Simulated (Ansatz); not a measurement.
SeF3, SMILES F[Se+](F)F, charge +1.

Geometry optimised at TPSSh-D3(BJ)/def2-SVP. The spin state was assumed, not searched. The isomer is the one that the SMILES or the coordinates give; other isomers of the formula were not compared.

Two levels are set side by side: PBE/def2-SVPD (Ansatz, a program for electronic structure) and CAM-B3LYP/def2-SVPD (Ansatz). Energy differences of separate SCF runs at the same geometry; the states with an electron removed or added have multiplicity 2 and 2. Differences are taken from unrounded values.

```json
[
 {"quantity": "vertical ionisation energy (eV)", "CAM-B3LYP": "22.17"},
 {"quantity": "vertical electron affinity (eV)", "CAM-B3LYP": "7.45"},
 {"quantity": "vertical singlet–triplet gap (eV)", "CAM-B3LYP": "6.43"}
]
```

### Question
What does PBE give, and how far is it from CAM-B3LYP? (An estimate is asked for; the answer gives what the named calculation found.)

### Answer

```tsv
quantity	PBE	PBE minus CAM-B3LYP
vertical ionisation energy (eV)	21.46	-0.71
vertical electron affinity (eV)	7.12	-0.33
vertical singlet–triplet gap (eV)	6.16	-0.28
```
